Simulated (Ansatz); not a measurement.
Two isomers of CH8GeSSi: A = `[CH3][GeH]([SiH3])[SH]`, B = `CS[SiH2][GeH3]`.

Gas-phase electronic energies from Ansatz, PBE0-D4/def2-TZVP geometries. CCSD(T)/CBS adds triple-zeta CCSD(T) − MP2 to the extrapolated MP2 energy (def2 sets, frozen cores). Functionals use def2-TZVPP. B3LYP here is the variant with VWN-RPA as its local correlation; programs differ in this. For Ge outer-core shells are correlated without core-valence functions, which leaves a few kJ/mol of doubt a bond. Scalar relativity is left out up to krypton. Each species was taken in one conformer, which may not be the lowest.

(1) Which isomer does CCSD(T)/CBS put lower? Give the gap. (An estimate is asked.)

(2) Give E(B) − E(A) in kJ/mol with ωB97M-V, MP2/def2-TZVPP, PBE0-D4, HF/def2-TZVPP, r2SCAN-D4, CCSD/def2-TZVPP, B3LYP-D4. (An estimate is asked.)

Largest T1 diagnostic: 0.012.

Results:

(1) The calculation gave: A, by 36.6 kJ/mol.

(2) The calculation gave: ωB97M-V 35.1, MP2/def2-TZVPP 43.3, PBE0-D4 32.8, HF/def2-TZVPP 40.3, r2SCAN-D4 33.7, CCSD/def2-TZVPP 42.8, B3LYP-D4 35.0. None reverses the order clearly.
